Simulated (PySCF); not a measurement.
System (SMILES): [SiH2]=C (CH2-SiH2).
Geometry (B3LYP-D3(BJ)/def2-TZVP, fixed):
```xyz
6

C     -1.1498    -0.0548    -0.0450
Si     0.5479     0.0261     0.0215
H     -1.7685     0.8316    -0.0996
H     -1.6839    -0.9961    -0.0356
H      1.3979    -1.1745     0.0958
H      1.2833     1.3023     0.0091
```

Basis-set convergence of the mean static polarisability at PBE with PySCF. All functions are spherical. Density fitting with generated auxiliary sets. In sets without p functions on hydrogen, species with hydrogen take exact integrals. No added dispersion term, no relativity. Reference: the value in aug-pcseg-2, 48.84 bohr³, itself unsure by roughly 0.2 % (its distance from aug-cc-pV(T+d)Z). Deviations are taken from unrounded values.

```csv
basis,functions,mean static polarisability (bohr³)
6-31G*,40,35.21
6-31+G*,48,41.31
def2-SVP,52,37.74
def2-SVPD,76,46.28
pcseg-1,52,37.49
aug-pcseg-1,86,48.15
cc-pV(D+d)Z,57,37.43
aug-cc-pV(D+d)Z,91,48.41
6-311G**,68,37.77
6-311+G**,76,43.18
def2-TZVP,92,42.62
def2-TZVPD,116,48.25
pcseg-2,120,41.62
aug-pcseg-2,188,48.84
cc-pV(T+d)Z,125,42.63
aug-cc-pV(T+d)Z,193,48.95
def2-TZVPP,129,43.05
def2-TZVPPD,153,48.29
def2-QZVPP,247,46.44
def2-QZVPPD,271,48.84
```

What the diffuse functions change, pair by pair:
- 6-31G* to 6-31+G*: 8 more functions, deviation -27.9 to -15.4 %
- def2-SVP to def2-SVPD: 24 more functions, deviation -22.7 to -5.2 %
- pcseg-1 to aug-pcseg-1: 34 more functions, deviation -23.2 to -1.4 %
- cc-pV(D+d)Z to aug-cc-pV(D+d)Z: 34 more functions, deviation -23.4 to -0.9 %
- 6-311G** to 6-311+G**: 8 more functions, deviation -22.7 to -11.6 %
- def2-TZVP to def2-TZVPD: 24 more functions, deviation -12.7 to -1.2 %
- pcseg-2 to aug-pcseg-2: 68 more functions, deviation -14.8 to 0.0 %
- cc-pV(T+d)Z to aug-cc-pV(T+d)Z: 68 more functions, deviation -12.7 to 0.2 %
- def2-TZVPP to def2-TZVPPD: 24 more functions, deviation -11.9 to -1.1 %
- def2-QZVPP to def2-QZVPPD: 24 more functions, deviation -4.9 to 0.0 %

Leaving out the reference's own pair, they bring the value nearer the reference by more than 0.2 % in 9 of 9 pairs.
